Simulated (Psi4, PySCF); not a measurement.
HCl, charge +1, doublet, at a GFN2-xTB geometry (a state made from the parent by changing its charge; the spin is typed, not shown lowest), atoms displaced at random by about 0.08 Å a coordinate. Base run: TPSS/def2-TZVP, gradient run with PySCF.

Here is a job for PySCF.
```python
from pyscf import gto, scf, dft

mol = gto.Mole()
mol.atom = '''
    Cl   -0.19589215   -0.00342466   -0.05533784
    H    -0.11547570    0.00193629    1.20198509
'''
mol.basis = 'def2-tzvp'
mol.charge = 1
mol.spin = 1
mol.verbose = 4
mol.build()

mf = dft.UKS(mol)
mf.xc = 'tpss'
mf.kernel()
g = mf.nuc_grad_method()
grad = g.kernel()
```

Programs used: Psi4, PySCF; a row that names a program was run with it.

The coordinate followed is x of atom 1.

Each row names what was changed in the base input (with any setting that the change needs).

```csv
change,dE/dx (Eh/bohr),net force (Eh/bohr)
base,0.002497,0.000001
grids.level = 1; grid_response = off,0.002554,0.000074
code = psi4,0.002494,0.000026
finite difference step (bohr) = 1e-3; conv_tol = 1e-11,0.002497,-
finite difference step (bohr) = 0.01; conv_tol = 1e-11,0.002496,-
finite difference step (bohr) = 1e-4; conv_tol = 1e-11,0.002497,-
grids.level = 1; grid_response = on,0.002546,0.000000
grids.level = 0; grid_response = off,0.002317,0.000871
conv_tol = 1e-11,0.002497,0.000001
density fitting = on; auxbasis_response = off,0.002502,0.000034
conv_tol = 1e-6,0.002497,0.000001
density fitting = on,0.002495,0.000001
```

The net force is zero for an exact gradient.

Open shells are given as the SCF converged; they aren't shown to be the lowest states, and a large step between rows can be another state.
